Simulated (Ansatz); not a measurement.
Species: HgCl2, charge 0, singlet. HgCl2 (SMILES [Cl][Hg][Cl]).
B3LYP-D3(BJ)/def2-TZVP minimum from Ansatz (an electronic-structure program):
```xyz
3

Hg     0.0000     0.0000     0.0000
Cl     0.0000     0.0000    -2.2848
Cl     0.0000     0.0000     2.2848
```
Charge 0, spin multiplicity 1.

Total energies in def2-SVP, 26 correlated electrons, 14 frozen orbitals. Radicals and triplets start from unrestricted determinants; spin-orbit coupling is neglected. Correlated methods leave the cores frozen (noble-gas shells, and filled d and f shells in the p block). Past Kr the def2 sets carry scalar-relativistic core potentials.

```json
[
 {"method": "HF", "program": "Ansatz", "energy (Eh)": "-1071.29044", "minus CCSDT(Q) (mEh)": "571.06"},
 {"method": "MP2", "program": "Ansatz", "energy (Eh)": "-1071.84020", "minus CCSDT(Q) (mEh)": "21.31"},
 {"method": "CCSD", "program": "Ansatz", "energy (Eh)": "-1071.84862", "minus CCSDT(Q) (mEh)": "12.89"},
 {"method": "CCSD(T)", "program": "Ansatz", "energy (Eh)": "-1071.86004", "minus CCSDT(Q) (mEh)": "1.47"},
 {"method": "CCSDT(Q)", "program": "Ansatz", "energy (Eh)": "-1071.86151", "minus CCSDT(Q) (mEh)": "0.00"}
]
```

Rough core times of Ansatz's runs on a shared machine: CCSD(T) under 20 s, CCSDT(Q) 4 min.
